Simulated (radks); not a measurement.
Correlation energies from several functionals, in hartree. Species: Sn39+ [Ne] 3s1; Cd [Kr] 4d10 5s2. Calculated with a radial shooting solver on a logarithmic mesh with Libxc functionals: non-relativistic Kohn-Sham, exchange-only LDA, spin-polarised, spherical densities, point nucleus. Every spin shell is full or empty, so the densities are truly spherical. Functionals are evaluated on that one density, not self-consistently.

PW92: Sn39+ -1.3697; Cd -4.5479
Wigner: Sn39+ -0.57458; Cd -2.5592
Chachiyo: Sn39+ -1.3600; Cd -4.4868
PBE: Sn39+ -0.46035; Cd -2.5306
PBEsol: Sn39+ -0.55469; Cd -2.8675
LYP: Sn39+ -0.55382; Cd -2.4236
P86: Sn39+ -0.77720; Cd -2.8715
PW91: Sn39+ -0.56781; Cd -2.7338
OP (B88): Sn39+ -0.53148; Cd -2.3486
TPSS: Sn39+ -0.46242; Cd -2.5334
revTPSS: Sn39+ -0.46809; Cd -2.5661
SCAN: Sn39+ -0.46762; Cd -2.5388
r2SCAN: Sn39+ -0.47272; Cd -2.5543
B95: Sn39+ -0.73828; Cd -3.0745
Tao-Mo: Sn39+ -0.42429; Cd -2.4436
